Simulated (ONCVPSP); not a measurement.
**Before and after: ONCV potential for Au (Z = 79)**

| Property | Result |
| --- | --- |
| Element | gold (Au) |
| Generator | ONCVPSP 4.0.1 |
| Type | optimised norm-conserving Vanderbilt (ONCV) |
| Functional | PBE |
| Relativity | non-relativistic |
| Frozen core | [Kr] 4d10 4f14 |
| Valence charge | 19 |
| Reference configuration | 5s2 5p6 5d10 (charge +1) |
| Partial waves | 5s: rc 1.55 bohr, ncon 4, nbas 8, qcut 6 1/bohr, 2 projectors, debl 0.6 Ha; 5p: rc 1.95 bohr, ncon 3, nbas 7, qcut 7.2 1/bohr, 3 projectors, debl 1.7 Ha; 5d: rc 1.65 bohr, ncon 4, nbas 9, qcut 7.5 1/bohr, 2 projectors, debl 0.4 Ha; f scattering state at 0.13 Ha: rc 1.75 bohr, ncon 4, nbas 8, qcut 5.9 1/bohr, 2 projectors, debl 0.7 Ha |
| Local potential | polynomial inside 1.10 bohr (lpopt 5, dvloc0 -1 Ha) |
| Core correction | Teter function, fcfact 4.5, rcfact 1.2 |

In the s channel the program set the typed energies aside and used -3.392, 0.250 Ha. In the p channel the program set the typed energies aside and used -2.282, 0.250, 1.950 Ha. In the d channel the program set the typed energies aside and used -0.582, 0.250 Ha.

All-electron outer shells of the reference configuration (PBE, non-relativistic, ld1.x):

| shell | level (eV) | outermost node (bohr) | outermost maximum (bohr) |
| --- | --- | --- | --- |
| 5s | -92.31 | 0.53 | 0.93 |
| 5p | -62.09 | 0.54 | 0.99 |
| 5d | -15.83 | 0.56 | 1.20 |

Change: d: qcut 4.7.

Cutoffs: the cutoffs (Ha) at which the residual kinetic energy of the hardest occupied pseudo-wave falls to 1 and 0.1 mHa per electron; they do not see the model core or the augmentation charge, which bear on the density cutoff. Errors are all-electron minus pseudo energies relative to the spin-unpolarised reference configuration.

Predict the effect on cutoff, ghosts and configuration errors.

The potential gets harder (21 Ha and 67 Ha → 102 Ha and 118 Ha); of the 4 tests that both files solve, the error grows in 3 and shrinks in 0 by more than 15 % and 0.3 meV (median size 0.1 → 1.5 meV); neither file shows a bound ghost.

| quantity | base | changed |
| --- | --- | --- |
| cutoff, loose | 21 Ha | 102 Ha |
| cutoff, tight | 67 Ha | 118 Ha |
| loose cutoff by channel | s 18 Ha, p 15 Ha, d 21 Ha | s 18 Ha, p 15 Ha, d 102 Ha |
| bound ghosts | none | none |
| GHOST(+) flags under 300 eV | s at 47.3 eV | s at 47.3 eV |
| error for 5s2 5p6 5d10 6s1, meV [ΔE -7.28 eV] | +0.5 | +0.8 |
| error for 5s2 5p6 5d9, meV [ΔE 21.86 eV] | -0.1 | +2.2 |
| error for 5s2 5p6 5d8, meV [ΔE 56.65 eV] | +0.2 | +17 |
| error for 5s2 5p6 5d10 6p1, meV [ΔE -3.83 eV] | 0.0 | 0.0 |
| s: phases at 1.58 bohr within 0.05 rad from the reference energy up to (Ha; the scan ends near 5) | 1.4 | 1.4 |
| p: phases at 1.98 bohr within 0.05 rad from the reference energy up to (Ha; the scan ends near 5) | to the end of the scan | to the end of the scan |
| d: phases at 1.67 bohr within 0.05 rad from the reference energy up to (Ha; the scan ends near 5) | to the end of the scan | to the end of the scan |
| f: phases at 1.78 bohr within 0.05 rad from the reference energy up to (Ha; the scan ends near 5) | to the end of the scan | to the end of the scan |
| rms error of d²Exc/dni dnj with the model core, mHa | 0.35 | 0.46 |
